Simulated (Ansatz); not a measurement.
Ansatz results at the PBE0-D4/def2-TZVP geometry: HOMO energy (PBE/def2-TZVPP) -6.73 eV; LUMO energy (B3LYP/def2-TZVPP) -0.63 eV; HOMO–LUMO gap (PBE/def2-TZVPP) 5.41 eV.

Problem. Which molecule gave them?
A. `C=CS[Si](F)(F)F`
B. `CCSSC`
C. `FC(F)(F)S[SiH3]`
D. `CSC(C)(C)C`

Solution. C. The others give `C=CS[Si](F)(F)F`: -6.72, -1.24, 4.71; `CSC(C)(C)C`: -4.97, 0.72, 5.10; `CCSSC`: -5.49, -0.28, 4.43.

B3LYP here is the variant with VWN-RPA as its local correlation; programs differ in this.
